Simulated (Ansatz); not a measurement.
`F[SiH2][TeH]` + `CN(C)[Si]O` → `O[SiH2][TeH]` + `CN(C)[Si]F`  (redistribution)

Program: Ansatz. Geometries: PBE0-D4/def2-TZVP. ΔE: electronic, gas phase. CBS: MP2 limit from def2 TZ/QZ plus the TZ coupled-cluster correction, frozen cores. DFT in def2-TZVPP. Elements past krypton have def2 core potentials. For Te outer-core shells are correlated without core-valence functions, which leaves a few kJ/mol of doubt a bond. Each species was taken in one conformer, which may not be the lowest.

```csv
level,ΔE (kJ/mol),difference from CCSD(T)/CBS
LDA (SPW92),-10.8,1.2
r2SCAN-D4,-12.0,0.0
B97M-V,-10.6,1.4
CAM-B3LYP-D4,-12.3,-0.3
ωB97X-V,-12.3,-0.3
PBE,-11.4,0.6
revPBE,-11.7,0.3
r2SCAN,-12.2,-0.2
PBE0,-12.0,0.0
BHLYP,-12.6,-0.6
LC-ωPBE,-13.0,-1.0
CCSD(T)/def2-SVP,-14.6,-2.6
CCSD/def2-TZVPP,-11.5,0.5
HF/def2-QZVPP,-13.3,-1.3
MP2/def2-QZVPP,-11.7,0.3
HF/CBS(def2),-13.3,-1.3
CCSD(T)/CBS,-12.0,0
```

Largest T1 diagnostic among the species: 0.013.

Leaving LDA and LC-ωPBE aside and taking each functional with its dispersion term where it has one, the values, not all of them listed here, spread over 2.3 kJ/mol, from ωB97M-V to revPBE-D4.
